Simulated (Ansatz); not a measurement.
Start from `CC([SiH3])BCl` and change one atom or group to get `C[CH]([SiH3])[AlH][AlH2]`.

Ansatz, PBE0-D4/def2-TZVP geometries, multiplicity 1. Each molecule was computed in one conformer, which needn't be the lowest.

```csv
property,`CC([SiH3])BCl`
LUMO energy (B3LYP/def2-TZVPP) / eV,-1.53
HOMO energy (B3LYP/def2-TZVPP) / eV,-7.98
size of the dipole moment (ωB97M-V/def2-TZVPP) / D,1.51
HOMO energy (PBE0/def2-TZVPP) / eV,-8.20
LUMO energy (ωB97M-V/def2-TZVPP) / eV,0.59
LUMO energy (PBE/def2-TZVPP) / eV,-2.28
```

Question: Give the same properties after the change, and the shifts. (An estimate is asked.)

Answer: The calculation gave: 
| property | `C[CH]([SiH3])[AlH][AlH2]` | shift |
| --- | --- | --- |
| LUMO energy (B3LYP/def2-TZVPP) / eV | -2.24 | -0.71 |
| HOMO energy (B3LYP/def2-TZVPP) / eV | -6.56 | 1.42 |
| size of the dipole moment (ωB97M-V/def2-TZVPP) / D | 1.08 | -0.43 |
| HOMO energy (PBE0/def2-TZVPP) / eV | -6.74 | 1.46 |
| LUMO energy (ωB97M-V/def2-TZVPP) / eV | -0.46 | -1.05 |
| LUMO energy (PBE/def2-TZVPP) / eV | -2.84 | -0.56 |

With PBE0 the HOMO rises by 1.46 eV and the LUMO falls by 0.73 eV, so the gap narrows by about 2.19 eV. PBE moves the HOMO by 1.15 eV and ωB97M-V by 1.77 eV. Dipoles are sizes alone; their direction can turn.

B3LYP here is the variant with VWN-RPA as its local correlation; programs differ in this.
